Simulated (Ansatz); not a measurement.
Molecule: CH2BCl2S, charge 0, multiplicity 2. It need not be the lowest isomer of its formula. 
Coordinates optimised at B3LYP-D3(BJ)/def2-TZVP (Ansatz, an electronic-structure program):
SMILES: [CH2]SB(Cl)Cl
```xyz
7

C     -2.4440    -0.1457     0.3605
S     -0.9813    -0.9734     0.6468
B      0.3361     0.0275    -0.0537
Cl     0.0655     1.5586    -0.8627
Cl     1.9638    -0.6099     0.1092
H     -2.4699     0.8001    -0.1554
H     -3.3440    -0.6166     0.7223
```
Charge 0, spin multiplicity 2.

Total electronic energies in hartree. Valence correlation only, unless marked. UHF or UKS for open shells. Spin-orbit coupling is left out. No relativistic terms. Basis-set limits of correlation are two-point, X^-3; Hartree-Fock from the larger set.

| level | program | energy (Eh) |
|---|---|---|
| HF/cc-pVTZ | Ansatz | -1380.39219 |
| HF/cc-pwCVTZ | Ansatz | -1380.39775 |
| RI-HF/cc-pV(Q+d)Z | Ansatz | -1380.41073 |
| PBE0/def2-SVP | Ansatz | -1381.82757 |
| PBE0-D3(BJ)/def2-TZVP | Ansatz + dftd3 | -1382.35585 |
| CAM-B3LYP/def2-TZVPD | Ansatz | -1382.86556 |
| wB97X-V/def2-TZVPD | Ansatz | -1382.65436 |
| B2GP-PLYP/def2-TZVPD | Ansatz | -1382.26851 |
| SCS-MP2/cc-pV(Q+d)Z | Ansatz | -1381.26361 |
| CCSD/STO-3G | Ansatz | -1365.49923 |
| CCSD/cc-pV(D+d)Z | Ansatz | -1380.99848 |
| CCSD/cc-pV(T+d)Z | Ansatz | -1381.24487 |
| CCSD/cc-pV(Q+d)Z | Ansatz | -1381.32153 |
| CCSD(T)/cc-pV(Q+d)Z | Ansatz | -1381.36833 |
| CCSD(T)/CBS(cc-pV(T+d)Z,cc-pV(Q+d)Z) | Ansatz | -1381.4182 |

Totals of different functionals don't rank their quality; only differences between species are comparable.
